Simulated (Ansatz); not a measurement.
trans-PdH2(NH3)2 (PdN2H8), 11 atoms. Hardware: 4 threads of Arm Neoverse V1 on a shared host.

In the def2 sets Pd takes a core potential; there is no spin–orbit coupling. Correlated methods freeze 2 core orbitals; core or outer-core shells of Pd are correlated, in sets that lack core-valence functions.

Q: How many basis functions does each of these Ansatz runs have, and roughly what does it cost? PBE0-D4/def2-SVP, charge -1 doublet at the geometry of the charge 0 singlet, energy with a search over starts; r2SCAN-D4/def2-SVP, charge 0 triplet, relaxation, 22 steps; ωB97X-V/def2-TZVP, charge 0 singlet, energy, from earlier orbitals; LC-ωPBE (ω = 0.30 bohr⁻¹)/def2-TZVP, charge -1 doublet at the geometry of the charge 0 singlet, energy, from earlier orbitals; CAM-B3LYP-D4/def2-TZVP, charge 0 triplet, energy, from earlier orbitals; PBE0-D4/def2-TZVP, charge 0 unrestricted singlet, energy, from earlier orbitals; LC-ωPBE (ω = 0.10 bohr⁻¹)/def2-TZVP, charge 0 singlet, energy, from earlier orbitals; LC-ωPBE (ω = 0.30 bohr⁻¹)/def2-TZVP, charge 1 doublet at the geometry of the charge 0 singlet, energy, from earlier orbitals; CCSD(T)/def2-TZVP, charge 0 triplet, energy, from earlier orbitals; r2SCANh-D4/def2-TZVP, charge 0 triplet, energy, from earlier orbitals; LC-ωPBE (ω = 0.20 bohr⁻¹)/def2-TZVP, charge -1 doublet at the geometry of the charge 0 singlet, energy, from earlier orbitals; CCSD(T)/def2-TZVP, charge 1 doublet at the geometry of the charge 0 singlet, energy, from earlier orbitals.

A: Other jobs shared the machine, so times can vary by a factor of up to 3. A dash marks memory too small to be measured apart from the calling script's.

```
                                                                                                                          run  functions  fitting or Cholesky vectors  wall time  peak host memory (GiB)
                                         LC-ωPBE (ω = 0.10 bohr⁻¹)/def2-TZVP, charge 0 singlet, energy, from earlier orbitals        150                         1021        2 s                       –
                                              PBE0-D4/def2-TZVP, charge 0 unrestricted singlet, energy, from earlier orbitals        150                         1067      4.2 s                       –
                                                      CAM-B3LYP-D4/def2-TZVP, charge 0 triplet, energy, from earlier orbitals        150                         1021      4.6 s                       –
                                                           ωB97X-V/def2-TZVP, charge 0 singlet, energy, from earlier orbitals        150                         1021      5.5 s                       –
                                                        r2SCANh-D4/def2-TZVP, charge 0 triplet, energy, from earlier orbitals        150                         1021      6.5 s                       –
LC-ωPBE (ω = 0.20 bohr⁻¹)/def2-TZVP, charge -1 doublet at the geometry of the charge 0 singlet, energy, from earlier orbitals        150                         1021      8.5 s                       –
LC-ωPBE (ω = 0.30 bohr⁻¹)/def2-TZVP, charge -1 doublet at the geometry of the charge 0 singlet, energy, from earlier orbitals        150                         1021        9 s                       –
 LC-ωPBE (ω = 0.30 bohr⁻¹)/def2-TZVP, charge 1 doublet at the geometry of the charge 0 singlet, energy, from earlier orbitals        150                         1021       11 s                       –
                PBE0-D4/def2-SVP, charge -1 doublet at the geometry of the charge 0 singlet, energy with a search over starts         99                         1034       12 s                       –
                                                                   r2SCAN-D4/def2-SVP, charge 0 triplet, relaxation, 22 steps         99                         1092       81 s                       –
                   CCSD(T)/def2-TZVP, charge 1 doublet at the geometry of the charge 0 singlet, energy, from earlier orbitals        150                         1180    3.3 min                     3.4
                                                           CCSD(T)/def2-TZVP, charge 0 triplet, energy, from earlier orbitals        150                         1180    3.6 min                     3.4
```
